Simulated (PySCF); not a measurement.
[(1R,2S)-2-fluorocyclopropyl]methanol (C4H7FO), SMILES OC[C@H]1C[C@@H]1F. Coordinates come from a PBE0-D3(BJ)/def2-SVP optimisation. The values are those of a single conformer.

Problem. Give the equilibrium geometry at PBE0-D3(BJ)/def2-SVP (PySCF confirms it by a frequency run) as Cartesian coordinates in Å. (The exact figures need the calculation; the answer reports its results.)

Solution. One answer among several that fit: 
```xyz
13

O      2.4015     0.5844     0.2093
C      1.4244    -0.1269    -0.5012
C      0.1281    -0.2802     0.2507
C     -0.7407     0.9273     0.5186
C     -1.1834    -0.1207    -0.4370
F     -2.2011    -0.9371    -0.0665
H      2.5566     0.1271     1.0422
H      1.7864    -1.1264    -0.8160
H      1.2452     0.4457    -1.4259
H      0.1225    -1.0383     1.0432
H     -0.4153     1.8955     0.1282
H     -1.2636     0.9646     1.4772
H     -1.2044     0.0940    -1.5116
```
